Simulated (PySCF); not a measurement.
## Do core-level shifts follow atomic charges?

C3H7NSi.
Atom-mapped SMILES: `[CH3:1][C@H:2]([SiH3:3])[C:4]#[N:5]`

Binding energies: delta-SCF UKS SCAN, pcX-2 on the ionised atom, pcseg-1 elsewhere, spin-free X2C (PySCF 2.14.0). Charges: PBE0/pcSseg-1 ground-state density, for the ionised atom.

```json
{"atom": "C1", "environment": "methyl carbon", "C 1s (eV)": "291.34", "Mulliken (e)": "-0.225", "IAO (e)": "-0.405", "Hirshfeld (e)": "-0.105", "ESP (e)": "-0.328"}
{"atom": "C2", "environment": "sp3 carbon bound to silicon", "C 1s (eV)": "291.73", "Mulliken (e)": "-0.579", "IAO (e)": "-0.405", "Hirshfeld (e)": "-0.082", "ESP (e)": "+0.001"}
{"atom": "C4", "environment": "nitrile carbon", "C 1s (eV)": "292.01", "Mulliken (e)": "+0.106", "IAO (e)": "+0.134", "Hirshfeld (e)": "+0.076", "ESP (e)": "+0.300"}
```

**Question.** How well does each charge scheme correlate with the binding energies over these sites?

**Answer.** ESP: r = 1.00, slope 1.1 eV per e; Hirshfeld: r = 0.87, slope 3.0 eV per e; IAO: r = 0.81, slope 0.9 eV per e; Mulliken: r = 0.39, slope 0.4 eV per e. ESP charges have the highest r, on only 3 points.

**Question.** The point-charge model writes a binding energy as kq + V + constant, with V the potential of the other atoms' charges at the site. What does it give with the IAO charges?

**Answer.** V = Σ 14.40 eV Å × q/r over all other atoms: +4.90 eV at C1, +4.46 eV at C2, -4.33 eV at C4. Fitting binding energy − V to q gives k = 17.6 eV per e and leaves an rms residual of 0.34 eV, against 0.16 eV for the fit on q alone. The model has no term for differences in relaxation between sites.

Geometry: GFN2-xTB; no solvent, vibrations or thermal averaging.
